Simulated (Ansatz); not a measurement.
Relaxation of CH₇AlSi₂ (11 atoms, charge 0, multiplicity 1), to a largest force component of 0.02 eV/Å in at most 50 steps.

Computed with RKS PBE/def2-SVP (Ansatz 0.2.0).

```xyz
11
Properties=species:S:1:pos:R:3:forces:R:3
Si -1.082 1.076 0.182 -0.45 2.17 -0.75
C 0.575 0.462 -0.197 1.81 1.79 -0.02
Al 1.202 -0.791 1.147 -0.14 -1.26 0.72
Si 0.612 -1.148 -1.112 -1.60 -1.69 1.27
H -1.703 1.683 -1.075 -0.12 -0.17 0.20
H -1.038 2.183 1.198 -0.04 0.01 0.16
H -1.971 0.038 0.659 -0.57 -0.93 0.42
H 1.349 1.212 -0.605 -1.09 -0.51 0.44
H 1.085 -1.264 2.715 0.24 0.56 -0.40
H 1.731 -1.531 -1.862 1.36 -0.43 -1.51
H -0.693 -1.976 -1.029 0.61 0.47 -0.52
```

Task: Where does it end, and by what steps?

Result: The forces met the threshold. After 17 steps the energy has fallen by 1.207 eV; H11 moved furthest, 1.15 Å. Joined: Si1–Al3 (3.10 → 2.61 Å).

```
step  energy less start (eV)  largest force component (eV/Å)  accepted
   0                  0.0000                           2.169       yes
   1                 -0.7360                           1.176       yes
   2                 -0.8561                           1.493       yes
   3                 -0.9179                           0.790       yes
   4                 -0.9547                           0.161       yes
   5                 -0.9620                           0.228       yes
   6                 -0.9738                           0.129       yes
   7                 -0.9779                           0.084       yes
   8                 -0.9939                           0.249       yes
   9                 -1.0172                           0.367       yes
  10                 -1.0771                           0.366       yes
  11                 -1.1552                           0.439       yes
  12                 -1.1718                           0.450       yes
  13                 -1.2013                           0.119       yes
  14                 -1.2013                           0.135        no
  15                 -1.2045                           0.159       yes
  16                 -1.2070                           0.021       yes
  17                 -1.2072                           0.008       yes
```

```xyz
11
Properties=species:S:1:pos:R:3
Si -0.931 1.138 0.224
C 0.676 0.475 -0.360
Al 0.456 -0.840 1.211
Si 0.560 -1.290 -1.093
H -2.185 1.131 -0.611
H -0.875 2.375 1.074
H -1.294 -0.063 1.236
H 1.444 1.202 -0.681
H 0.842 -0.866 2.755
H 1.895 -1.729 -1.631
H -0.522 -1.587 -2.102
```

Whether the end is a true minimum wasn't checked by a vibrational analysis.

Run time: 27 s on 2 threads of Intel(R) Xeon(R) Platinum 8488C (Sapphire Rapids) (shared host), peak memory 0.17 GiB.
